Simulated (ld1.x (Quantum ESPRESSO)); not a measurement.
molybdenum (Mo), TM: configuration errors across variants

ld1.x (Quantum ESPRESSO) 7.5 input, shortened:

```
&input
   title='Mo', zed=42., rel=1, dft='PBESOL', iswitch=3,
   config='[Kr] 4d5 5s0.5 5p0'
 /
 &inputp
   pseudotype=2, tm=.true., lloc=-1, rcloc=3.05,
   nlcc=.true., rcore=1.15
 /
3
5S  1  0   0.50   0.00  2.55  2.55  0.0
5P  2  1   0.00   0.00  3.45  3.45  0.0
4D  3  2   5.00   0.00  1.90  1.90  0.0
 &test
   configts(1)='4d5 5s0.5 5p0'
 /
```

All-electron excitation energies from the reference (eV): (1) 4d5 5s1 5p0 -2.741; (2) 4d5 5s0 5p0 4.163; (3) 4d4 5s0 5p0 19.618; (4) 4d3 5s0 5p0 46.343; (5) 4d4 5s1 5p1 1.020; (6) 4d4 5s2 5p0 -2.564; (7) 4d5.5 5s0.5 5p0 -2.455.

Tests that are not counted but printed errors over 1 eV. “all radii but the core radius scaled by about 0.79 (s 2.02, p 2.74, d 1.50 bohr); local potential all-electron potential smoothed inside 2.42 bohr (lloc = -1)”: 4d4 5s1 5p1 (solver errors, printed error -7.8 eV); 4d4 5s2 5p0 (solver errors, printed error -12.4 eV).

A true bound ghost makes a file unfit for plane-wave use even where its test errors are small: the radial tests pick states by their node count and pass the ghost by. Where a test does run into it, the solver fails or the error is huge.

Errors AE − PS in meV (a dash: test not solved or not reliable):

| change | (1) | (2) | (3) | (4) | (5) | (6) | (7) | bound ghosts |
| --- | --- | --- | --- | --- | --- | --- | --- | --- |
| base | -2.5 | -5.3 | -97 | -574 | -120 | -113 | -7.0 | none |
| all radii but the core radius scaled by about 0.79 (s 2.02, p 2.74, d 1.50 bohr); local potential all-electron potential smoothed inside 2.42 bohr (lloc = -1) | +3.3 | -2.7 | -84 | -522 | – | – | +11 | s |
| all radii but the core radius scaled by about 0.88 (s 2.24, p 3.04, d 1.68 bohr); local potential all-electron potential smoothed inside 2.68 bohr (lloc = -1) | -1.5 | -4.1 | -87 | -535 | -80 | -64 | -3.9 | none |
| all radii but the core radius scaled by about 1.05 (s 2.68, p 3.62, d 2.00 bohr); local potential all-electron potential smoothed inside 3.20 bohr (lloc = -1) | -2.6 | -5.4 | -103 | -595 | -126 | -121 | -8.0 | none |
| all radii but the core radius scaled by about 1.17 (s 2.98, p 4.02, d 2.22 bohr); local potential all-electron potential smoothed inside 3.56 bohr (lloc = -1) | -2.6 | -5.3 | -121 | -642 | -127 | -120 | -10 | none |
| all radii but the core radius scaled by about 1.30 (s 3.32, p 4.48, d 2.46 bohr); local potential all-electron potential smoothed inside 3.96 bohr (lloc = -1) | -3.2 | -6.9 | -290 | -1124 | -171 | -130 | -30 | none |
| all radii but the core radius scaled by about 1.39 (s 3.54, p 4.78, d 2.64 bohr); local potential all-electron potential smoothed inside 4.22 bohr (lloc = -1) | -3.5 | -7.8 | -327 | -1190 | -158 | -109 | -34 | none |

(1) Give the same row for: all radii but the core radius scaled by about 0.94 (s 2.40, p 3.26, d 1.80 bohr); local potential all-electron potential smoothed inside 2.88 bohr (lloc = -1).

Results:

(1) -2.2, -4.9, -92, -555, -110, -101, -5.9; bound ghosts: none.
